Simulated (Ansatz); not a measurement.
Relative energy of two structures of AlGaH3NSi

We compare X, a singlet given by its coordinates, with Y, a singlet given by its coordinates. Both are isolated molecules in the gas phase, relaxed with B3LYP/6-31G*.

X (Å):

```tsv
atom	x (Å)	y (Å)	z (Å)
Al	1.2065	1.3540	-1.0506
Ga	-1.2368	-1.0613	-1.6401
N	0.0387	0.4393	-2.0892
Si	-0.2954	0.6115	-3.7614
H	-1.3996	-0.5724	-3.7362
H	2.1033	2.5030	-1.6804
H	1.2936	0.9654	0.4860
```

Close contacts (Å): Al1–N3 1.81, Ga2–N3 2.02, Ga2–Si4 2.86, N3–Si4 1.71, Al1–H6 1.59, Al1–H7 1.59, Ga2–H5 2.16, Si4–H5 1.62.

Y (Å):

```yaml
atoms:
  - { symbol: Al, position_ang: [1.2119, 1.8331, -4.0277] }
  - { symbol: Ga, position_ang: [0.3888, 1.5660, -0.8682] }
  - { symbol: N, position_ang: [0.5101, 0.7993, -2.7216] }
  - { symbol: Si, position_ang: [-0.2007, -0.4646, -1.7717] }
  - { symbol: H, position_ang: [-1.6175, -0.8476, -2.0271] }
  - { symbol: H, position_ang: [0.5817, -1.7085, -1.5270] }
  - { symbol: H, position_ang: [0.9017, 3.0221, -0.6166] }
```

Close contacts (Å): Al1–N3 1.81, Ga2–N3 2.01, Ga2–Si4 2.30, N3–Si4 1.73, Ga2–H7 1.56, Si4–H5 1.49, Si4–H6 1.49.

Energies in hartree; the thermal terms are from B3LYP/6-31G* harmonic frequencies (ideal gas, rigid rotor, one conformer each, 200 K, 1 atm) and include the zero-point energy:

|  | X | Y |
| --- | --- | --- |
| E, CCSD(T)/def2-SVP | −2510.421058 | −2510.396038 |
| E, MP2/def2-SVP | −2510.372043 | −2510.350465 |
| E, MP2/def2-TZVPP | −2510.961270 | −2510.945153 |
| zero-point energy | 0.026129 | 0.028610 |
| H(200 K) − E | 0.030457 | 0.032646 |
| G(200 K) − E | 0.006445 | 0.009383 |

Task: Correct the CCSD(T) difference for the basis set by the MP2 change, then work out ΔE, ΔE₀, ΔH and ΔG for X → Y in kJ/mol (1 Eh = 2625.50 kJ/mol) and the equilibrium ratio [Y]/[X].

Result: 1. Differences Y − X: CCSD(T) +0.025020, MP2 in the small set +0.021578, MP2 in the large set +0.016117 Eh.
2. ΔE = +0.025020 + (+0.016117 − (+0.021578)) = +0.019559 Eh = +51.35 kJ/mol.
3. ΔE₀ = ΔE + ΔZPE = +0.019559 + (+0.002481) Eh = +57.87 kJ/mol.
4. ΔH = ΔE + (+0.002189) Eh = +57.10 kJ/mol.
5. ΔG = ΔE + (+0.002938) Eh = +59.07 kJ/mol, so ΔS = (ΔH − ΔG)/T = −9.8 J/(mol K).
6. kT = 0.6334 mEh, so K = [Y]/[X] = exp(−ΔG/kT) = exp(−35.52) ≈ 3.7 × 10^−16.

Structure X is favoured at this temperature. An error of 4 kJ/mol in ΔG would change K by a factor of 11. The basis-set step is large, which makes the value less sure. Mirror images and further conformers aren't counted.

Other levels gave ΔE = +80.5 (B3LYP/6-31G*); +80.4 (HF/def2-SVP); +56.7 (MP2/def2-SVP); +65.7 (CCSD(T)/def2-SVP) kJ/mol. The correlated steps freeze 20 core orbitals; the filled d shell of Ga is correlated, in a basis made for valence electrons. Programs: Ansatz 0.2.0.
